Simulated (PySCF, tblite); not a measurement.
Isomers of C3H12N2OSi. Calculated harmonic vibrations of the isolated species, GFN2-xTB (tblite), most abundant isotopes, no scaling. Errors from tens to a few hundred cm⁻¹ against measured bands are possible. Modes of hydrogen on silicon can be 10 to 20 % off. One conformer each.

Electronic energies: PBE0/pcSseg-1 single points on the GFN2-xTB geometries (PySCF, gas phase).

```json
{"SMILES": "CCOC[SiH](N)N", "electronic energy, lowest = 0 (kcal/mol)": "25.9"}
{"SMILES": "CCN[Si@@H](O)NC", "electronic energy, lowest = 0 (kcal/mol)": "0.0"}
{"SMILES": "CNC[Si@@H](N)OC", "electronic energy, lowest = 0 (kcal/mol)": "28.6"}
```

Q: How do GFN2-xTB zero-point energies change the relative energies?

A: 
| SMILES | ZPE (kcal/mol) | of it from modes above 1550 cm⁻¹ | electronic (kcal/mol) | with ZPE, lowest = 0 (kcal/mol) | lowest mode (cm⁻¹) | rings |
| --- | --- | --- | --- | --- | --- | --- |
| CCN[Si@@H](O)NC | 98.9 | 52.4 | 0.0 | 0.0 | 41 | 0 |
| CCOC[SiH](N)N | 97.6 | 52.7 | 25.9 | 24.6 | 30 | 0 |
| CNC[Si@@H](N)OC | 98.2 | 51.8 | 28.6 | 27.9 | 41 | 0 |

The zero-point energies span 1.3 kcal/mol, from `CCOC[SiH](N)N` to `CCN[Si@@H](O)NC`. The order is unchanged.

Q: And how do the electronic energies of GFN2-xTB itself compare?

A: `CCN[Si@@H](O)NC` 0.0; `CCOC[SiH](N)N` 45.7; `CNC[Si@@H](N)OC` 30.7 kcal/mol, lowest = 0. Against the energies above, taken from the same isomer `CCN[Si@@H](O)NC`, the largest difference is 19.8 kcal/mol.

Q: What do entropy and thermal enthalpy add at 298.15 K and 1 bar (rigid rotor, harmonic oscillator, one conformer each)?

A: 
| SMILES | point group | symmetry number | S (cal/(mol K)) | H − H(0) (kcal/mol) | ZPE + H − H(0) − TS (kcal/mol) |
| --- | --- | --- | --- | --- | --- |
| CCN[Si@@H](O)NC | C1 | 1 | 101.4 | 7.38 | 76.1 |
| CCOC[SiH](N)N | C1 | 1 | 104.2 | 7.62 | 74.2 |
| CNC[Si@@H](N)OC | C1 | 1 | 103.3 | 7.60 | 75.0 |
